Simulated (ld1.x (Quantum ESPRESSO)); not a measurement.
The numbers below are computed, except where a source is named.
**Potentials for P compared**

Generated with ld1.x 7.5 (TM, RRKJ, ultrasoft, PAW), atompaw 4.2 or ONCVPSP 4.0.1. The cutoff is in Ry: for ld1.x and atompaw files where the sum of valence levels is converged to 10 mRy in a Bessel basis, for ONCV files where the hardest occupied wave has 1 mHa per electron of residual kinetic energy. The error is the largest all-electron minus pseudo excitation energy over each file’s own four to seven test configurations (ionisations up to +4, promotions, holes and added fractions of an electron), all of which were solved. The labels leave out finer settings (local radius, basis sizes, second energies), which also bear on the numbers. Spin-polarised tests are not counted. The rows are a selection from randomly drawn settings: files with unsolved tests, undetermined cutoffs or missed reference levels are left out.

```tsv
potential	cutoff (Ry)	largest error (meV)	bound ghosts
TM, PBEsol, non-relativistic, rc 1.38/1.46 (sp), local p, core correction yes, reference 3s2 3p3	35	+126	none
TM, PBE, scalar-relativistic, rc 1.50/1.60/1.25 (spd), local s, core correction yes, reference 3s2 3p3	21	+140	none
TM, PBE, scalar-relativistic, rc 1.50/1.85/1.60 (spd), local p, core correction yes, reference 3s2 3p3	21	+137	none
TM, PBE, fully relativistic, rc 1.15/2.05 (sp), local p, core correction yes, reference 3s1 3p4	50	+70	none
TM, PBE, scalar-relativistic, rc 1.40/1.55 (sp), local p, core correction no, reference 3s2 3p3	21	+200	none
TM, PBE, scalar-relativistic, rc 1.65/2.00 (sp), local smoothed, core correction no, reference 3s2 3p2	21	+217	none
```

Task: Fill in the row for P: ultrasoft, Wu–Cohen, scalar-relativistic, rc 1.50/1.40 (sp), local smoothed, core correction yes, reference 3s2 3p3.

Result: cutoff 15 Ry, largest error -59 meV, bound ghosts: none.

Task: Fill in the row for P: TM, PBE, non-relativistic, rc 1.20/1.30/1.05 (spd), local s, core correction no, reference 3s2 3p1.5.

Result: cutoff 55 Ry, largest error +159 meV, bound ghosts: none.
